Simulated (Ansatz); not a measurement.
**Abstraction of Cl: C2HCl3Si + GeH(GeH3)Cl → C2HCl2Si + GeH(GeH3)Cl2**

Gas-phase species: C2HCl3Si `C#C[Si](Cl)(Cl)Cl`, singlet; GeH(GeH3)Cl, doublet; C2HCl2Si `C#C[Si](Cl)Cl`, doublet; GeH(GeH3)Cl2, singlet. A radical takes Cl: the energy is the difference in strength between the Si–Cl bond broken and the Ge–Cl bond made.

Shapes, held fixed at every level: PBE0-D4/def2-TZVP. Programs: Ansatz 0.2.0. The zero-point and thermal change to 298 K, harmonic and unscaled (PBE0-D4/def2-TZVP), is +0.7 kJ/mol.

```json
{"level": "MP2/def2-TZVPP", "kind": "perturbation theory", "ΔH(298 K) (kJ/mol)": "+71.6", "less CCSD(T)/def2-TZVPP": "+10.3"}
{"level": "HF/def2-TZVPP", "kind": "Hartree–Fock", "ΔH(298 K) (kJ/mol)": "+54.6", "less CCSD(T)/def2-TZVPP": "-6.7"}
{"level": "r2SCAN-D4/def2-TZVPP", "kind": "meta-GGA", "ΔH(298 K) (kJ/mol)": "+57.7", "less CCSD(T)/def2-TZVPP": "-3.6"}
{"level": "PBE0-D4/def2-TZVPP", "kind": "global hybrid", "ΔH(298 K) (kJ/mol)": "+59.0", "less CCSD(T)/def2-TZVPP": "-2.3"}
{"level": "r2SCAN0-D4/def2-TZVPP", "kind": "global hybrid", "ΔH(298 K) (kJ/mol)": "+60.0", "less CCSD(T)/def2-TZVPP": "-1.3"}
{"level": "CCSD/def2-SVP", "kind": "coupled cluster or CI", "ΔH(298 K) (kJ/mol)": "+62.0", "less CCSD(T)/def2-TZVPP": "+0.7"}
{"level": "CCSD(T)/def2-TZVPP", "kind": "coupled cluster or CI", "ΔH(298 K) (kJ/mol)": "+61.3", "less CCSD(T)/def2-TZVPP": "0.0"}
```

The highest level, CCSD(T)/def2-TZVPP, gives ΔH(298 K) = +61.3 kJ/mol; the levels span +54.6 to +71.6. The column of differences is taken from that level and isn't an error. No measured value is set beside it here. Spin contamination: C2HCl2Si (⟨S²⟩ up to 0.80). Open shells run unrestricted. Relativity is left out for Ge. Outer-core shells of Ge are correlated, in sets that cover them unevenly.
